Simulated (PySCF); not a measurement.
PySCF input for C2H5AlF2, SMILES C[CH2][Al]([F])[F], B3LYP-D3(BJ)/def2-SVP. Geometry: B3LYP-D3(BJ)/def2-SVP. The structure was generated by enumeration; whether it is a known compound was not checked. The values are those of a single conformer.

```python
import numpy as np
from pyscf import gto, scf, dft, df
from pyscf.hessian import thermo

mol = gto.M(
    atom='''
    Al   -0.02209490   -0.56865198   -0.00000000
    F     1.62669293   -0.77668765    0.00000000
    F    -0.93166641   -1.95922898    0.00000000
    C    -0.83461062    1.19423135    0.00000000
    C     0.14220471    2.38060559    0.00000000
    H    -1.51033702    1.24127999    0.87421579
    H    -1.51033702    1.24127999   -0.87421579
    H     0.79896614    2.36912614   -0.88454310
    H     0.79896614    2.36912615    0.88454309
    H    -0.39082781    3.34589163   -0.00000000
    ''',
    basis='def2-SVP',
    charge=0,
    spin=0,
    max_memory=1600,
    verbose=3,
)
mf = dft.RKS(mol, xc='b3lyp').density_fit(auxbasis='def2-universal-jkfit')
mf.disp = 'd3bj'
mf.grids.level = 3
mf.conv_tol = 1e-11
mf.max_cycle = 100
mf.kernel()

# [left out here: the lines that compute and print the analytic Hessian (its translational invariance restored by hand, since the grid's response is missing), thermochemistry and intensities]
```

Log of the run:

```
converged SCF energy = -521.233903152315

WARN: DFTD3 does not support analytical Hessian, using finite difference


WARN: Mole.unit (angstrom) is changed to Bohr

Mode                                 0                   1                   2
Irrep
Freq [cm^-1]                       24.7703            100.6269            171.9382
Reduced mass [au]                   2.0944              4.7890              1.6499
Force const [Dyne/A]                0.0008              0.0286              0.0287
Char temp [K]                      35.6389            144.7797            247.3807
Normal mode                   x     y     z       x     y     z       x     y     z
       0  Al                -0.00  0.00 -0.02    0.06  0.00 -0.00   -0.00 -0.00 -0.09
       1   F                -0.00  0.00 -0.06    0.04 -0.13 -0.00   -0.00 -0.00  0.06
       2   F                 0.00 -0.00  0.09   -0.04  0.06  0.00    0.00 -0.00  0.07
       3   C                -0.00 -0.00 -0.12    0.02 -0.01 -0.00    0.00  0.00 -0.04
       4   C                 0.00 -0.00  0.11   -0.12  0.10  0.00    0.00  0.00  0.04
       5   H                -0.19 -0.02 -0.27    0.01 -0.08 -0.00    0.07 -0.10  0.02
       6   H                 0.19  0.02 -0.27    0.01 -0.08  0.00   -0.07  0.10  0.02
       7   H                 0.20  0.01  0.26   -0.12  0.18 -0.00   -0.26  0.26 -0.16
       8   H                -0.20 -0.01  0.26   -0.12  0.18  0.00    0.26 -0.26 -0.16
       9   H                 0.00 -0.00  0.01   -0.23  0.03  0.00   -0.00  0.00  0.48
Mode                                 3                   4                   5
Irrep
Freq [cm^-1]                      237.3263            270.8607            308.1576
Reduced mass [au]                   9.9675              2.0789              5.2289
Force const [Dyne/A]                0.3308              0.0899              0.2926
Char temp [K]                     341.4598            389.7082            443.3701
Normal mode                   x     y     z       x     y     z       x     y     z
       0  Al                 0.05 -0.03 -0.00    0.00  0.00 -0.12   -0.02 -0.08 -0.00
       1   F                 0.07  0.09  0.00    0.00 -0.00  0.05   -0.00  0.08  0.00
       2   F                -0.12  0.08  0.00    0.00  0.00  0.05   -0.06 -0.07  0.00
       3   C                -0.01 -0.08  0.00   -0.00  0.00  0.07    0.13  0.01  0.00
       4   C                -0.01 -0.09 -0.00   -0.00 -0.00  0.00    0.00  0.12  0.00
       5   H                -0.01 -0.10  0.00    0.16 -0.07  0.19    0.11 -0.00 -0.01
       6   H                -0.01 -0.10 -0.00   -0.16  0.07  0.19    0.11 -0.00  0.01
       7   H                -0.01 -0.10  0.00    0.21 -0.19  0.16    0.00  0.21 -0.00
       8   H                -0.01 -0.10 -0.00   -0.21  0.19  0.16    0.00  0.21  0.00
       9   H                 0.00 -0.08  0.00    0.00 -0.00 -0.34   -0.14  0.05 -0.00
Mode                                 6                   7                   8
Irrep
Freq [cm^-1]                      567.3062            608.1024            831.8236
Reduced mass [au]                   4.5467              1.3721             13.3772
Force const [Dyne/A]                0.8622              0.2990              5.4535
Char temp [K]                     816.2273            874.9240           1196.8090
Normal mode                   x     y     z       x     y     z       x     y     z
       0  Al                 0.03 -0.05  0.00    0.00 -0.00 -0.05   -0.05  0.11  0.00
       1   F                 0.10 -0.01 -0.00    0.00 -0.00  0.02    0.11 -0.02  0.00
       2   F                -0.05 -0.06 -0.00   -0.00 -0.00  0.01   -0.06 -0.10 -0.00
       3   C                -0.14  0.13 -0.00   -0.00  0.00  0.13    0.05 -0.02 -0.00
       4   C                 0.01  0.04  0.00    0.00  0.00  0.00   -0.01 -0.03  0.00
       5   H                -0.12  0.20  0.01   -0.45  0.18 -0.24    0.05 -0.07  0.00
       6   H                -0.12  0.20 -0.01    0.45 -0.18 -0.24    0.05 -0.07 -0.00
       7   H                 0.01 -0.06  0.00   -0.17 -0.13 -0.12   -0.01  0.01 -0.00
       8   H                 0.01 -0.06 -0.00    0.17  0.13 -0.12   -0.01  0.01  0.00
       9   H                 0.17  0.13  0.00    0.00  0.00 -0.07   -0.08 -0.08 -0.00
Mode                                 9                  10                  11
Irrep
Freq [cm^-1]                      933.0175            933.2968            968.5034
Reduced mass [au]                   4.8705              1.0962              1.5220
Force const [Dyne/A]                2.4981              0.5626              0.8411
Char temp [K]                    1342.4045           1342.8063           1393.4607
Normal mode                   x     y     z       x     y     z       x     y     z
       0  Al                -0.11 -0.05  0.00   -0.00 -0.00 -0.02    0.06  0.02 -0.00
       1   F                 0.10 -0.01 -0.00    0.00 -0.00  0.00   -0.05  0.00 -0.00
       2   F                 0.06  0.09 -0.00    0.00  0.00  0.00   -0.02 -0.03  0.00
       3   C                 0.01  0.00 -0.00    0.00  0.00  0.04    0.02  0.05  0.00
       4   C                 0.01 -0.04  0.00    0.00 -0.00 -0.07   -0.01 -0.11 -0.00
       5   H                 0.01  0.20 -0.01    0.03  0.48  0.03    0.04  0.40 -0.01
       6   H                 0.01  0.20  0.01   -0.03 -0.47  0.03    0.04  0.40  0.01
       7   H                -0.02  0.11 -0.02    0.28  0.31  0.14   -0.05  0.17 -0.04
       8   H                -0.02  0.11  0.02   -0.28 -0.31  0.14   -0.05  0.17  0.04
       9   H                -0.20 -0.15 -0.00   -0.00 -0.00  0.25   -0.37 -0.31  0.00
Mode                                12                  13                  14
Irrep
Freq [cm^-1]                     1034.8479           1226.7018           1241.1616
Reduced mass [au]                   2.8888              1.5708              1.2713
Force const [Dyne/A]                1.8227              1.3927              1.1539
Char temp [K]                    1488.9157           1764.9508           1785.7551
Normal mode                   x     y     z       x     y     z       x     y     z
       0  Al                 0.01  0.02  0.00   -0.00  0.02 -0.00    0.00 -0.00  0.01
       1   F                -0.00 -0.00 -0.00    0.00 -0.00 -0.00    0.00 -0.00 -0.00
       2   F                -0.01 -0.01  0.00   -0.00 -0.01  0.00   -0.00 -0.00 -0.00
       3   C                -0.13 -0.14 -0.00    0.04 -0.15  0.00   -0.00  0.00  0.08
       4   C                 0.14  0.07  0.00   -0.06  0.06 -0.00    0.00  0.00 -0.11
       5   H                -0.12 -0.00 -0.00   -0.04  0.46 -0.09   -0.21 -0.46 -0.05
       6   H                -0.12 -0.00  0.00   -0.04  0.46  0.09    0.21  0.46 -0.05
       7   H                 0.11  0.32 -0.03    0.04 -0.17  0.07    0.25  0.18  0.07
       8   H                 0.11  0.32  0.03    0.04 -0.17 -0.07   -0.25 -0.18  0.07
       9   H                -0.16 -0.10 -0.00    0.23  0.22  0.00   -0.00 -0.00  0.21
Mode                                15                  16                  17
Irrep
Freq [cm^-1]                     1402.7585           1425.2987           1473.8620
Reduced mass [au]                   1.1821              1.1076              1.0423
Force const [Dyne/A]                1.3704              1.3257              1.3340
Char temp [K]                    2018.2572           2050.6875           2120.5593
Normal mode                   x     y     z       x     y     z       x     y     z
       0  Al                 0.00  0.00 -0.00   -0.00  0.00  0.00   -0.00  0.00  0.00
       1   F                -0.00 -0.00  0.00   -0.00  0.00 -0.00    0.00  0.00  0.00
       2   F                -0.00  0.00 -0.00   -0.00  0.00  0.00    0.00 -0.00 -0.00
       3   C                 0.02  0.00 -0.00   -0.07 -0.03  0.00    0.01 -0.02  0.00
       4   C                 0.08  0.08  0.00    0.02  0.05 -0.00    0.04 -0.03  0.00
       5   H                -0.19 -0.01 -0.15    0.48  0.06  0.40    0.01  0.03 -0.01
       6   H                -0.19 -0.01  0.15    0.48  0.06 -0.40    0.01  0.03  0.01
       7   H                -0.21 -0.40 -0.19   -0.08 -0.17 -0.06   -0.47  0.18 -0.37
       8   H                -0.21 -0.40  0.19   -0.08 -0.17  0.06   -0.47  0.18  0.37
       9   H                -0.43 -0.22 -0.00   -0.12 -0.03  0.00    0.38  0.18 -0.00
Mode                                18                  19                  20
Irrep
Freq [cm^-1]                     1482.6737           3014.9434           3024.9030
Reduced mass [au]                   1.0355              1.0607              1.0373
Force const [Dyne/A]                1.3412              5.6806              5.5922
Char temp [K]                    2133.2373           4337.8323           4352.1619
Normal mode                   x     y     z       x     y     z       x     y     z
       0  Al                 0.00 -0.00  0.00    0.00  0.00  0.00   -0.00  0.00 -0.00
       1   F                -0.00 -0.00 -0.00    0.00 -0.00 -0.00    0.00 -0.00  0.00
       2   F                -0.00  0.00 -0.00   -0.00 -0.00  0.00    0.00 -0.00 -0.00
       3   C                -0.00  0.00  0.02    0.07 -0.00 -0.00    0.01  0.00 -0.00
       4   C                -0.00  0.00  0.05   -0.00  0.01 -0.00   -0.02 -0.04  0.00
       5   H                -0.03 -0.05 -0.00   -0.40  0.03  0.55   -0.04  0.00  0.06
       6   H                 0.03  0.05 -0.00   -0.40  0.03 -0.55   -0.04  0.00 -0.06
       7   H                -0.08  0.49 -0.04   -0.01  0.00  0.02    0.31 -0.02 -0.42
       8   H                 0.08 -0.49 -0.04   -0.01  0.00 -0.02    0.31 -0.02  0.42
       9   H                -0.00 -0.00 -0.68    0.06 -0.11 -0.00   -0.32  0.55  0.00
Mode                                21                  22                  23
Irrep
Freq [cm^-1]                     3053.1092           3098.2465           3108.4107
Reduced mass [au]                   1.0994              1.1037              1.1033
Force const [Dyne/A]                6.0382              6.2419              6.2811
Char temp [K]                    4392.7443           4457.6869           4472.3110
Normal mode                   x     y     z       x     y     z       x     y     z
       0  Al                 0.00 -0.00 -0.00    0.00  0.00 -0.00   -0.00 -0.00 -0.00
       1   F                -0.00  0.00 -0.00   -0.00 -0.00 -0.00    0.00  0.00  0.00
       2   F                 0.00 -0.00  0.00   -0.00  0.00  0.00    0.00  0.00 -0.00
       3   C                -0.00 -0.00 -0.09    0.00 -0.00 -0.00   -0.00  0.00 -0.01
       4   C                 0.00  0.00  0.01    0.07 -0.05 -0.00   -0.00  0.00 -0.09
       5   H                -0.41  0.04  0.52   -0.03  0.00  0.04   -0.07  0.01  0.09
       6   H                 0.41 -0.04  0.52   -0.03  0.00 -0.04    0.07 -0.01  0.09
       7   H                 0.07 -0.00 -0.09   -0.25  0.00  0.36   -0.40  0.02  0.53
       8   H                -0.07  0.00 -0.09   -0.25  0.00 -0.36    0.40 -0.02  0.53
       9   H                 0.00 -0.00  0.00   -0.35  0.62 -0.00    0.00 -0.00 -0.02
temperature 298.1500 [K]
pressure 101325.00 [Pa]
Rotational constants [GHz] 5.98513 2.46321 1.78344
Symmetry number 1
Zero-point energy (ZPE) 0.06958 [Eh]   182685.597 [J/mol]
                           tot       elec      trans        rot        vib
Entropy [J/mol/K]       355.571      0.000    165.414    112.571     77.587
Cv [J/mol/K]             92.279      0.000     12.472     12.472     67.335
Cp [J/mol/K]            100.593      0.000     20.786     12.472     67.335
Internal energy [J/mol]                      3718.434   3718.434 193786.221
Internal energy [Eh]   -521.15726  -521.23390
Enthalpy [J/mol]                             6197.391   3718.434 193786.221
Enthalpy [Eh]          -521.15632
Gibbs free energy [J/mol]                  -43120.715 -29844.607 170653.730
Gibbs free energy [Eh] -521.19670
mode   freq/cm-1   IR/(km/mol)
   1       24.77         0.540
   2      100.63         2.104
   3      171.94        14.194
   4      237.33        33.253
   5      270.86        32.008
   6      308.16        18.289
   7      567.31         4.946
   8      608.10        57.686
   9      831.82       130.804
  10      933.02        94.055
  11      933.30         6.301
  12      968.50        28.748
  13     1034.85        22.989
  14     1226.70         1.495
  15     1241.16         3.178
  16     1402.76         4.144
  17     1425.30         3.577
  18     1473.86         3.939
  19     1482.67         6.175
  20     3014.94        14.116
  21     3024.90        30.543
  22     3053.11         4.407
  23     3098.25        22.260
  24     3108.41        22.497
max |gradient| / (hartree/bohr): 0.00018498183818234148
APT charges: [ 1.5275 -0.6199 -0.6351 -0.273   0.1039 -0.0131 -0.0131 -0.0173 -0.0173
 -0.0426]
```

Self-consistency was reached.

Cost: around 2.5 core-minutes (rough).
